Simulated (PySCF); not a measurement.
# Correlation energy of Cr (chromium, neutral)

[Ar] 3d4 4s1 5s1, high-spin 7D determinant (an excited configuration). All numbers are calculated (PySCF 2.14, the non-relativistic Hamiltonian (point nucleus), in aug-cc-pwCVTZ (10s9p7d4f3g, 127 functions)). Frozen: [Ne]; 14 electrons correlated.

MP2 pair energies summed by pair of shells (mhartree):

```
 pair   energy  share (%)
3p-3d  -171.37       37.9
3p-3p  -118.35       26.2
3s-3p   -46.86       10.4
3d-3d   -46.04       10.2
3s-3d   -31.22        6.9
3p-4s   -13.28        2.9
3d-4s   -12.07        2.7
3s-3s    -6.99        1.5
4s-5s    -2.02        0.4
3d-5s    -1.18        0.3
3s-4s    -1.14        0.3
3p-5s    -1.09        0.2
3s-5s    -0.09        0.0
```

Total MP2 correlation energy: -451.71 mhartree.

Same-spin part -156.47 and opposite-spin part -295.24 mhartree; SCS-MP2 scales them by 1/3 and 6/5 to -406.44 mhartree.
